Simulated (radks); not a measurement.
Results of a calculation; reference values are marked as such.
Zn3+, 27 electrons, occupied as [Ar] 3d9.

Code: a radial shooting solver on a logarithmic mesh with Libxc functionals. Model: non-relativistic Kohn-Sham, TPSS, spin-polarised, spherical densities, point nucleus; open shells are filled with parallel spins first; meta-GGA in the generalised Kohn-Sham scheme.

Energy parts (eV):
part                       energy
total                  -48353.754
kinetic                 48321.749
electron-nucleus      -114661.480
Hartree                 19890.867
exchange-correlation    -1904.890

Orbitals (lengths in bohr, moments of r in powers of bohr):
orbital,occ.,eigenvalue (eV),<1/r>
1s down,1,-9464.303,29.52
1s up,1,-9464.302,29.52
2s up,1,-1178.296,6.441
2s down,1,-1177.684,6.443
2p up,3,-1041.935,6.400
2p down,3,-1041.444,6.402
3s up,1,-168.6609,2.057
3s down,1,-167.3579,2.054
3p up,3,-125.1435,1.932
3p down,3,-123.8523,1.929
3d up,5,-51.5128,1.608
3d down,4,-50.2861,1.600

The highest occupied level is 3d down at -50.286 eV. The density falls to 0.001 e/bohr^3 at r = 2.60 bohr.
